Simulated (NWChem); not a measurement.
# ZnBrF; SMILES [Zn]([Br])[F]

```xyz
3

Zn    -0.2153     0.7148     0.0000
F     -0.5486     2.4215     0.0000
Br     0.2101    -1.4638     0.0000
```
Atoms are numbered in this order, from 1.

All runs: NWChem. Pople sets run with spherical d functions. The geometry was optimised at PBE0/def2-SVP. GIAO values for the isolated, static molecule; σ is the absolute isotropic shielding, δ = σ(reference) − σ with the isolated reference molecule computed at the same levels (19F: trichlorofluoromethane). Spin-orbit effects, on the heavy nuclei and on their neighbours, are missing.

```csv
level,σ Zn1 (ppm),δ F2 (ppm),σ Br3 (ppm)
"LDA (Slater exchange, VWN5)/pcSseg-1",___,___,___
PBE0/pcSseg-1,1749.3,-221.9,2980.8
Hartree-Fock/6-31G*,2041.1,-170.6,3121.8
```

Problem. Fill in the missing entries.

Solution. 
- LDA (Slater exchange, VWN5)/pcSseg-1, σ Zn1 (ppm): 1670.6
- LDA (Slater exchange, VWN5)/pcSseg-1, δ F2 (ppm): -206.5
- LDA (Slater exchange, VWN5)/pcSseg-1, σ Br3 (ppm): 2839.7
